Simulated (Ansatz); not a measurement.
Geometry optimisation, RKS PBE-D4/def2-SVP in Ansatz.

The input (input.yaml):

```yaml
crystal:
  periodic: [false, false, false]
  atoms:
    - { symbol: Ga, position_ang: [-0.929924, -0.389204, 0.876059] }
    - { symbol: H, position_ang: [1.768758, 0.172652, 1.161974] }
    - { symbol: O, position_ang: [1.938341, 0.05086, 0.19219] }
    - { symbol: H, position_ang: [2.146023, -0.903689, 0.152609] }
    - { symbol: C, position_ang: [-1.741879, -0.029586, -0.96899] }
    - { symbol: H, position_ang: [-2.486721, -0.806194, -1.252383] }
    - { symbol: H, position_ang: [-2.265893, 0.952793, -0.979447] }
    - { symbol: H, position_ang: [-0.955704, 0.000469, -1.754212] }
basis:
  gaussian: { orbitals: def2-SVP }
hamiltonian:
  xc: pbe
  dispersion: d4
relax:
  f_tol: 0.03
  max_steps: 50
output:
  orbitals: {}
```

Run as:

```bash
$ ansatz run input.yaml --threads 2 --pin off --max-ram 3072MiB --backend cpu --events-out ev --progress --plain --runs-dir out
```

Task: Where does it end, and by what steps?

Result: The forces met the threshold. The force dipped under the threshold on the way, but the program's further checks kept it going. After 22 steps the energy has fallen by 0.160 eV; H4 moved furthest, 1.46 Å.

```csv
step,energy less start (eV),largest force component (eV/Å),accepted
0,0.0000,0.596,yes
1,-0.0253,1.411,yes
2,-0.0762,0.670,yes
3,-0.0935,0.284,yes
4,-0.0981,0.177,yes
5,-0.0958,0.629,no
6,-0.1027,0.126,yes
7,-0.1060,0.350,yes
8,-0.1059,0.634,no
9,-0.1121,0.159,yes
10,-0.1166,0.136,yes
11,-0.1208,0.343,yes
12,-0.1218,0.651,yes
13,-0.1368,0.191,yes
14,-0.1440,0.145,yes
15,-0.1461,0.168,yes
16,-0.1537,0.119,yes
17,-0.1295,0.790,no
18,-0.1556,0.064,yes
19,-0.1584,0.076,yes
20,-0.1591,0.025,yes
21,-0.1595,0.033,yes
22,-0.1597,0.020,yes
```

```xyz
8
Properties=species:S:1:pos:R:3
Ga -0.958 -0.622 1.103
H 1.900 -0.219 0.951
O 1.175 0.267 0.513
H 1.319 0.138 -0.446
C -1.426 -0.192 -0.878
H -2.489 -0.409 -1.121
H -1.243 0.882 -1.114
H -0.805 -0.797 -1.582
```

The run took 31 s on 2 threads of Arm Neoverse V1 (shared host), peak memory 0.12 GiB.
